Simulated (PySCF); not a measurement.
Computed shifts of a molecule C3H9NSi, PBE/pcSseg-1 (PySCF), GIAO, gas phase, atoms alike by connectivity averaged where their shifts nearly agree, in ppm (number of nuclei): ¹⁵N: 50.6 (1). ¹³C: 165.4 (1), 123.8 (1), 58.9 (1). ²⁹Si: -70.8 (1). ¹H: 6.60 (1), 5.92 (1), 4.49 (3), 3.73 (1), 3.33 (1), 0.77 (1), 0.39 (1). References: ¹⁵N against NH3 (σ = 267.0 ppm); ¹³C against TMS (σ = 182.0 ppm); ²⁹Si against TMS (σ = 335.4 ppm); ¹H against TMS (σ = 31.49 ppm), references at their B3LYP-D3(BJ)/def2-TZVP geometries, non-relativistic. Geometry: B3LYP-D3(BJ)/def2-SVP. Other conformers were not sampled.

Task: Pick the molecule that these values belong to.
A. CN1C[SiH2]C1
B. CC/C=N\[SiH3]
C. C=CN(C)[SiH3]
D. NC/C=C/[SiH3]

Result: D, NC/C=C/[SiH3]
